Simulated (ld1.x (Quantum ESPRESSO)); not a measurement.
**Reading a pseudo-wave (molybdenum (Mo))**

Columns: radius, all-electron u(r) and pseudo u(r) of the 5p shell (level -3.36 eV) of molybdenum in the configuration [Kr] 4d5 5s0.5 5p0; PBE, scalar-relativistic, PAW scheme, ld1.x (Quantum ESPRESSO) 7.5.

```
r (bohr)  all-electron   pseudo
   0.140        0.0269  -0.0006
   0.280       -0.1173  -0.0025
   0.420       -0.0763  -0.0058
   0.560        0.0422  -0.0110
   0.700        0.1434  -0.0185
   0.840        0.1973  -0.0287
   0.980        0.2050  -0.0420
   1.120        0.1778  -0.0589
   1.260        0.1280  -0.0796
   1.400        0.0659  -0.1040
   1.540       -0.0011  -0.1320
   1.680       -0.0681  -0.1634
   1.820       -0.1324  -0.1974
   1.960       -0.1920  -0.2332
   2.100       -0.2462  -0.2701
   2.240       -0.2947  -0.3068
   2.380       -0.3373  -0.3424
   2.520       -0.3743  -0.3759
   2.660       -0.4059  -0.4061
   2.800       -0.4324  -0.4324
   2.940       -0.4542  -0.4542
   3.080       -0.4717  -0.4717
   3.220       -0.4851  -0.4851
   3.360       -0.4950  -0.4950
   3.500       -0.5016  -0.5016
   3.640       -0.5053  -0.5053
```

Q: How many radial nodes do the two functions have?

A: The all-electron 5p function has n − l − 1 = 3; the pseudo-wave has 0, since the states of the same l below it are removed with the core.

Q: At about which radius was the pseudo-wave matched?

A: 2.80 bohr, where the columns begin to agree (steps of 0.14 bohr).

Q: Is the pseudo-wave norm-conserving?

A: No, it belongs to a PAW set: the norm inside the radius is not constrained, and the difference is carried by the augmentation charge.
